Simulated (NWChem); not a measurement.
Everything below was run with NWChem. System: FOS, charge 0, spin multiplicity 2, at a geometry optimised with UPBE/def2-SVP. The structure started from a generated list of species. Its SCF solution wasn't tested for a lower state. Level: UPBE/def2-TZVP.

The NWChem input:

```
start mol
memory heap 200 mb stack 900 mb global 1100 mb
geometry units angstroms nocenter noautoz
  O      0.488438    -1.263746     0.000000
  S     -0.464142    -0.110502     0.000000
  F      0.390974     1.319778     0.000000
  symmetry group Cs
end
basis spherical
  * library def2-tzvp
end
dft
  xc xpbe96 cpbe96
  odft
  mult 2
  semidirect memsize 60000000 filesize 0
  iterations 100
end
task dft energy
```

NWChem printed:

```
             Northwest Computational Chemistry Package (NWChem) 7.3.0
             --------------------------------------------------------

                                NWChem Input Module
                                -------------------

 Scaling coordinates for geometry "geometry" by  1.889725989
 (inverse scale =  0.529177249)

 Turning off AUTOSYM since
 SYMMETRY directive was detected!

                             Geometry "geometry" -> ""
                             -------------------------

 Output coordinates in angstroms (scale by  1.889725989 to convert to a.u.)

  No.       Tag          Charge          X              Y              Z
 ---- ---------------- ---------- -------------- -------------- --------------
    1 O                    8.0000     0.48843800    -1.26374600     0.00000000
    2 S                   16.0000    -0.46414200    -0.11050200     0.00000000
    3 F                    9.0000     0.39097400     1.31977800     0.00000000

 Effective nuclear repulsion energy (a.u.)     105.7486794250

            Nuclear Dipole moment (a.u.)
            ----------------------------
        X                 Y               Z
 ---------------- ---------------- ----------------
    -0.0000037795     0.0000037795     0.0000000000

      Symmetry information
      --------------------

 Group name             Cs
 Group number              2
 Group order               2
 No. of unique centers     3

      Symmetry unique atoms

     1    2    3


 Summary of "ao basis" -> "" (spherical)
 ------------------------------------------------------------------------------
       Tag                 Description            Shells   Functions and Types
 ---------------- ------------------------------  ------  ---------------------
 *                         def2-tzvp                  on all atoms

  pbe96 is a nonlocal functional; adding pw91lda local functional.

                                 NWChem DFT Module
                                 -----------------

 Summary of "ao basis" -> "ao basis" (spherical)
 ------------------------------------------------------------------------------
[...]
   alpha      1      2      3      4      5      6      7      8      9     10
    beta      1      2      3      4      5      7      6      8      9     10
 overlap   1.000  1.000  1.000  1.000  1.000  1.000  1.000  1.000  1.000  0.998

   alpha     11     12     13     14     15     16     17     18     19     20
    beta     11     13     12     15     14     16     17     18     19     20
 overlap   0.999  0.983  0.998  0.983  0.996  0.998  0.999  0.999  0.998  0.999

   alpha     21     22     23     24     25     26     27     28     29     30
    beta     21     22     23     24     25     26     27     28     30     29
 overlap   0.998  0.994  0.998  0.971  0.973  1.000  0.992  0.994  0.999  1.000

   alpha     31     32     33     34     35     36     37     38     39     40
    beta     31     32     33     34     35     36     37     38     39     41
 overlap   0.998  0.999  1.000  0.999  0.999  0.999  1.000  0.999  0.999  0.879

   alpha     41     42     43     44     45     46     47     48     49     50
    beta     40     42     43     45     44     46     47     49     48     50
 overlap   0.887  0.997  0.978  0.981  0.984  0.984  0.995  0.951  0.996  0.952

   alpha     51     52     53     54     55     56     57     58     59     60
    beta     51     52     53     54     55     56     57     58     59     60
 overlap   0.999  1.000  1.000  1.000  1.000  1.000  1.000  1.000  1.000  1.000

   alpha     61     62     63     64     65     66     67     68     69     70
    beta     61     62     63     64     65     66     67     68     69     70
 overlap   1.000  1.000  0.817  0.817  1.000  1.000  1.000  1.000  1.000  0.999

   alpha     71     72     73     74     75     76     77     78     79     80
    beta     71     72     73     74     75     76     77     78     80     79
 overlap   1.000  1.000  0.999  0.999  1.000  0.999  1.000  0.999  1.000  1.000

   alpha     81     82     83     84     85     86     87     88     89     90
    beta     81     82     83     84     85     86     87     88     89     90
 overlap   0.999  0.988  0.999  0.988  0.999  0.999  1.000  1.000  1.000  1.000

   alpha     91     92     93     94     95     96     97     98     99
    beta     91     92     94     93     95     96     97     98     99
 overlap   1.000  1.000  1.000  1.000  1.000  1.000  1.000  1.000  1.000

     --------------------------
     Expectation value of S2:
     --------------------------
      <S2> =      0.7529 (Exact =     0.7500)

 center of mass
 --------------
 x =   0.01131097 y =   0.03745254 z =   0.00000000

 moments of inertia (a.u.)
 ------------------
         210.694616511485          -5.577893110544           0.000000000000
          -5.577893110544          48.585451751334           0.000000000000
           0.000000000000           0.000000000000         259.280068262818

     Multipole analysis of the density
     ---------------------------------

     L   x y z        total         alpha         beta         nuclear
     -   - - -        -----         -----         ----         -------
     0   0 0 0     -0.000000    -17.000000    -16.000000     33.000000

     1   1 0 0     -0.637085     -0.157461     -0.479620     -0.000004
     1   0 1 0      0.121314      0.412506     -0.291196      0.000004
     1   0 0 1     -0.000000     -0.000000     -0.000000      0.000000

     2   2 0 0    -16.253317    -21.031900    -19.258838     24.037420
     2   1 1 0      0.489554     -0.319760     -1.070906      1.880220
     2   1 0 1     -0.000000     -0.000000      0.000000      0.000000
     2   0 2 0    -18.612371    -61.978195    -58.938485    102.304309
     2   0 1 1     -0.000000      0.000000     -0.000000      0.000000
     2   0 0 2    -16.341883     -9.235332     -7.106550      0.000000

 Task  times  cpu:        2.9s     wall:        2.9s

 Total times  cpu:        2.9s     wall:        2.9s
```
